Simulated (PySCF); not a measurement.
**F²⁺ (fluorine, charge +2) across methods**

[He] 2s1 2p3 3s1, high-spin 6S determinant (an excited configuration). Computed with PySCF 2.14 in dyall-acv3z (15s9p4d2f, 76 functions), with the non-relativistic Hamiltonian (point nucleus).

```csv
method,E (hartree),mean ε 2s α (eV),mean ε 2p α (eV),mean ε 3s α (eV),Σ⟨r²⟩ (bohr²),⟨S²⟩
TPSSh,-96.0405,-85.518,-65.976,-20.460,11.79,8.750
revPBE,-96.0201,-82.838,-64.311,-20.138,11.78,8.750
PBE,-95.9510,-82.775,-64.344,-20.182,11.77,8.750
UHF,-95.91982,-102.23,-77.960,-23.177,11.98,8.750
LDA,-95.3799,-82.190,-64.289,-20.269,11.77,8.750
CAM-B3LYP,-95.9874,-88.516,-68.996,-22.117,11.81,8.750
PBE0,-95.9727,-87.753,-67.871,-21.016,11.80,8.750
r2SCANh,-96.0403,-87.085,-67.036,-20.588,11.87,8.750
```

Problem. Estimate the same row for r2SCAN.

Solution. E (hartree) = -96.0401; mean ε 2s α (eV) = -85.408; mean ε 2p α (eV) = -65.789; mean ε 3s α (eV) = -20.273; Σ⟨r²⟩ (bohr²) = 11.87; ⟨S²⟩ = 8.750.

The outer electron is Rydberg-like, and this basis confines it to a smaller radius and binds it less than a complete one would.
